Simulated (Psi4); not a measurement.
H2AsBF2, singlet, geometry from GFN2-xTB; Psi4 1.11 with BHHLYP/6-31G, TDDFT.

The Psi4 input:
```
memory 2 GB

molecule {
0 1
  B     0.75828798    0.61623867   -0.17863604
  As   -0.76812191   -0.63270893    0.22835157
  H    -0.43793838   -1.53071545   -0.92518518
  H    -1.72594977    0.14087207   -0.62617879
  F     0.65161493    1.93058587   -0.12818358
  F     1.98399298    0.20141908   -0.43748951
symmetry c1
}

set basis 6-31g
set puream true
set save_jk true
set tdscf_states [5]
set tdscf_tda false
set d_convergence 1e-8

energy('td-bhhlyp')
print_variables()
```

Output, abridged:

```
   => Loading Basis Set <=

    Name: 6-31G
    Role: ORBITAL
    Keyword: BASIS

         ---------------------------------------------------------
                                   SCF
               by Justin Turney, Rob Parrish, Andy Simmonett
                          and Daniel G. A. Smith
                              RKS Reference
         ---------------------------------------------------------

  ==> Geometry <==

    Molecular point group: c1
    Full point group: C1

    Geometry (in Angstrom), charge = 0, multiplicity = 1:

       Center              X                  Y                   Z               Mass
    ------------   -----------------  -----------------  -----------------  -----------------
         B            0.768682918077     0.628269726263    -0.201117703597    11.009305360000
         AS          -0.757726971923    -0.620677873737     0.205869906403    74.921594570000
         H           -0.427543441923    -1.518684393737    -0.947666843597     1.007825032230
         H           -1.715554831923     0.152903126263    -0.648660453597     1.007825032230
         F            0.662009868077     1.942616926263    -0.150665243597    18.998403162730
         F            1.994387918077     0.213450136263    -0.459971173597    18.998403162730

  Running in c1 symmetry.

  Rotational constants: A =      0.33296  B =      0.08198  C =      0.06692 [cm^-1]
  Rotational constants: A =   9981.86603  B =   2457.83133  C =   2006.12497 [MHz]
  Nuclear repulsion =  236.709842094095620

  Charge       = 0
  Multiplicity = 1
  Electrons    = 58
  Nalpha       = 29
  Nbeta        = 29

  ==> Algorithm <==

  SCF Algorithm Type is DF.
  DIIS enabled.
  MOM disabled.
  Fractional occupation disabled.
  Guess Type is SAD.
  Energy threshold   = 1.00e-06
  Density threshold  = 1.00e-08
  Integral threshold = 1.00e-12

  ==> Primary Basis <==

  Basis Set: 6-31G
    Blend: 6-31G
    Number of shells: 30
    Number of basis functions: 58
    Number of Cartesian functions: 60
    Spherical Harmonics?: true
    Max angular momentum: 2

  ==> DFT Potential <==

   => LibXC <=

    Version 7.1.2
    S. Lehtola, C. Steigemann, M. J. T. Oliveira, and M. A. L. Marques,  SoftwareX 7, 1–5 (2018) (10.1016/j.softx.2017.11.002)

   => Composite Functional: BHANDHLYP <=

    BHandHLYP Hyb-GGA Exchange-Correlation Functional

    A. D. Becke,  J. Chem. Phys. 98, 1372 (1993) (10.1063/1.464304)
    Defined through Gaussian implementation.

    Deriv               =              1
    GGA                 =           TRUE
    Meta                =          FALSE

    Exchange Hybrid     =           TRUE
    MP2 Hybrid          =          FALSE

   => Exchange Functionals <=

    0.5000         Becke 88

   => Exact (HF) Exchange <=

    0.5000               HF

   => Correlation Functionals <=

    1.0000   Lee, Yang & Parr

   => LibXC Density Thresholds  <==

    XC_HYB_GGA_XC_BHANDHLYP:  1.00E-15

   => Molecular Quadrature <=

    Radial Scheme          =       TREUTLER
    Pruning Scheme         =           NONE
    Nuclear Scheme         =       TREUTLER

    Blocking Scheme        =         OCTREE
    BS radius alpha        =              1
    Pruning alpha          =              1
    Radial Points          =             75
    Spherical Points       =            302
    Total Points           =         130003
    Total Blocks           =           1049
    Max Points             =            256
    Max Functions          =             55
    Weights Tolerance      =       1.00E-15

   => Loading Basis Set <=

    Name: (6-31G AUX)
    Role: JKFIT
    Keyword: DF_BASIS_SCF

  ==> Integral Setup <==

  SCF_SUBTYPE=INCORE selected. In-core MEM_DF algorithm will be used.
  Using in-core AOs.

  ==> MemDFJK: Density-Fitted J/K Matrices <==

    J tasked:                   Yes
    K tasked:                   Yes
    wK tasked:                   No
    Algorithm:                 Core
    Schwarz Cutoff:           1E-12
[...]
  @DF-RKS Final Energy: -2460.89607237445307
    Total Energy =                      -2460.8960723744530696
[...]
  HamiltonianSolver iter   9:   7.16038e-13  9.25982e-07     98      Converged

******************************************************************************************
**********                               WARNING                                **********
**********  Length-gauge rotatory strengths are **NOT** gauge-origin invariant  **********
******************************************************************************************

                                    Excitation Energy         Total Energy        Oscillator Strength             Rotatory Strength
     #   Sym: GS->ES (Trans)        au              eV              au          au (length)    au (velocity)    au (length)    au (velocity)
    ---- -------------------- --------------- --------------- --------------- --------------- --------------- --------------- ---------------
     1        A->A (1 A)       0.25611         6.96914        -2460.63996      0.1004          0.0454          0.0000          0.0000
     2        A->A (1 A)       0.27738         7.54779        -2460.61870      0.0819          0.1134         -0.0000         -0.0000
     3        A->A (1 A)       0.30971         8.42764        -2460.58636      0.1309          0.1687          0.0000          0.0000
     4        A->A (1 A)       0.31347         8.53006        -2460.58260      0.0182          0.0121         -0.0000         -0.0000
     5        A->A (1 A)       0.33862         9.21420        -2460.55746      0.2442          0.2217          0.0000          0.0000

Contributing excitations and de-excitations
Only contributions with abs(coeff) > 1.00e-01 will be printed:

Excited State    1 (1 A):   0.25611 au   177.90 nm f = 0.1004
  Sums of squares: Xssq =  1.003662e+00; Yssq =  3.661787e-03; Xssq - Yssq =  1.000000e+00
     28a  ->  30a    -0.144951 ( 2.101%)
     28a  ->  32a     0.191761 ( 3.677%)
     29a  ->  30a    -0.952982 (90.817%)
     29a  ->  32a     0.102012 ( 1.041%)
     29a  ->  33a     0.126816 ( 1.608%)

Excited State    2 (1 A):   0.27738 au   164.27 nm f = 0.0819
  Sums of squares: Xssq =  1.002869e+00; Yssq =  2.868678e-03; Xssq - Yssq =  1.000000e+00
     28a  ->  31a    -0.150917 ( 2.278%)
     29a  ->  31a    -0.980334 (96.106%)

Excited State    3 (1 A):   0.30971 au   147.12 nm f = 0.1309
  Sums of squares: Xssq =  1.003815e+00; Yssq =  3.815208e-03; Xssq - Yssq =  1.000000e+00
     27a  ->  31a    -0.198353 ( 3.934%)
     28a  ->  30a    -0.211320 ( 4.466%)
     29a  ->  30a     0.122866 ( 1.510%)
     29a  ->  32a     0.943426 (89.005%)

Excited State    4 (1 A):   0.31347 au   145.35 nm f = 0.0182
  Sums of squares: Xssq =  1.001284e+00; Yssq =  1.284100e-03; Xssq - Yssq =  1.000000e+00
     28a  ->  30a     0.937364 (87.865%)
     28a  ->  32a    -0.114196 ( 1.304%)
     29a  ->  30a    -0.136663 ( 1.868%)
     29a  ->  32a     0.248594 ( 6.180%)

Excited State    5 (1 A):   0.33862 au   134.56 nm f = 0.2442
  Sums of squares: Xssq =  1.000752e+00; Yssq =  7.515484e-04; Xssq - Yssq =  1.000000e+00
     28a  ->  32a     0.205762 ( 4.234%)
     29a  ->  33a    -0.959503 (92.065%)

******************************************************************************************
**********                               WARNING                                **********
**********       The names of excited state variables changed between 1.5       **********
**********     and 1.6. For a quick solution, remove the symmetry specifier     **********
**********   from the variable name. For full details, see 'Notes on Psivars'   **********
**********                        in the documentation.                         **********
******************************************************************************************

  Variable Map:
  ----------------------------------------------------------------------------
[...]
  Array Variable Map:
  ----------------------------------------------------------------------------
[...]
[...]
```
